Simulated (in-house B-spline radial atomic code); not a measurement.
Values are calculated unless marked as measured or tabulated.
**Making a Troullier-Martins d channel for V, r_c = 3.35 bohr**

V, [Ar] 3d3 4s2, non-relativistic LDA (VWN5), spherical and spin-unpolarised, from an all-electron radial atomic-structure program (B-spline basis) (atomic units). The all-electron 3d level is ε = -0.204634 hartree and its outer maximum at 0.89 bohr.

Inside r_c the pseudo-orbital is u(r) = r^3 exp(p(r)), with p = c0 + c2 r² + c4 r⁴ + … + c12 r¹². The seven coefficients follow from p and its first four derivatives at r_c, from zero curvature of the screened potential at the origin, c4 = −c2²/(2l + 5), and from the norm inside r_c. At r_c the all-electron orbital has P = 0.2141097, P' = -0.1347181, the screened potential V = -0.2776367, V' = 0.1640519, V'' = -0.1460628, and the norm inside is Q = 0.963917.

(1) What are p, p' and p'' at r_c?

For a trial c2 the five matching conditions are linear in c0, c6, c8, c10 and c12, and c2 is varied until the norm inside r_c equals Q. The root nearest zero gives:

```csv
n,c_n
0,0.4718734
2,-0.7597484
4,-0.06413529
6,0.02472839
8,-0.002644935
10,0.0001275698
12,-2.373969e-06
```

(2) Check c4 and p(r_c), and find the screened pseudopotential at the origin.

Orbitals and screened potentials:

```
r (bohr)       P       u  V all-electron  V pseudo
   0.335  0.4066  0.0553          -29.85    -5.508
   0.838  0.8139  0.5403          -5.639     -5.04
    1.34  0.7153   0.902            -2.0    -3.334
   1.843  0.5443  0.7093         -0.9675    -1.154
   2.345  0.4012  0.4407         -0.5711   -0.1103
   2.848  0.2934  0.2953         -0.3834   -0.1785
    3.35  0.2141  0.2141         -0.2776   -0.2776
```

Logarithmic derivatives P'/P at R = 3.65 bohr, for energies E around ε:

| E − ε (hartree) | all-electron | pseudo |
| --- | --- | --- |
| -0.5 | 1.16916 | 1.20684 |
| -0.25 | 0.90428 | 0.954079 |
| -0.1 | 0.616865 | 0.666736 |
| 0 | -0.631412 | -0.631411 |
| 0.1 | 1.08165 | 1.27228 |
| 0.25 | 0.604541 | 0.789501 |
| 0.5 | 0.0857137 | 0.397818 |

## Answers

(1) p = ln(P/r_c^3) = ln(0.2141097/37.5954) = -5.16815. p' = P'/P − 3/r_c = -0.62920 − 0.89552 = -1.52472. The radial equation gives p'' = 2(V − ε) − 2(3) p'/r_c − p'² = -0.14601 − (-2.73085) − 2.32478 = 0.26006. Differentiating, p''' = 2V' + 2(3)p'/r_c² − 2(3)p''/r_c − 2p'p'' = -0.15981, and p'''' = 2V'' − 4(3)p'/r_c³ + 4(3)p''/r_c² − 2(3)p'''/r_c − 2p''² − 2p'p''' = 0.13625.

(2) −c2²/9 = -0.0641353, as listed. The terms c_n r_c^n are 0.47187, -8.52628, -8.07749, 34.95141, -41.95401, 22.70890, -4.74256, which sum to -5.16815. Inverting the radial equation, V_l(r) = ε + 3 p'/r + (p'' + p'²)/2, so V_l(0) = ε + (2l + 3) c2 = -0.204634 + 7 × (-0.759748) = -5.5229 hartree, finite where the all-electron potential diverges.
